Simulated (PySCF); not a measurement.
Delta-SCF ions had no search for a lower state. Excitations are Tamm–Dancoff values on a coarser integration grid. The basis has no diffuse functions, so Rydberg states are missing or too high.

Cartesian coordinates (Å):
SMILES: [C]([GeH2][GeH2][NH2])#N
```xyz
11

N      2.3284     2.1771    -1.1187
C      1.9983     1.2536    -0.4992
Ge     1.3768    -0.2835     0.4910
Ge    -0.7946    -0.9168    -0.3808
N     -1.1686    -2.5322     0.4183
H      1.3432     0.1473     1.9634
H      2.4442    -1.3693     0.2852
H     -0.7438    -0.9317    -1.9269
H     -1.8673     0.0752     0.0953
H     -0.5890    -3.3044     0.0989
H     -2.1430    -2.8146     0.3435
```
Charge 0, multiplicity 1.

**Question.** What vertical ionisation energy (Delta-SCF), HOMO–LUMO gap, dipole moment, S1 oscillator strength and T1 excitation (TDA) does PBE-D3(BJ)/def2-TZVP // PBE0-D3(BJ)/def2-SVP (PySCF 2.14.0) give?

**Answer.** 
- vertical ionisation energy (Delta-SCF) = 9.33 eV
- HOMO–LUMO gap = 4.94 eV
- dipole moment = 4.86 D
- S1 oscillator strength = 0.005
- T1 excitation (TDA) = 4.78 eV
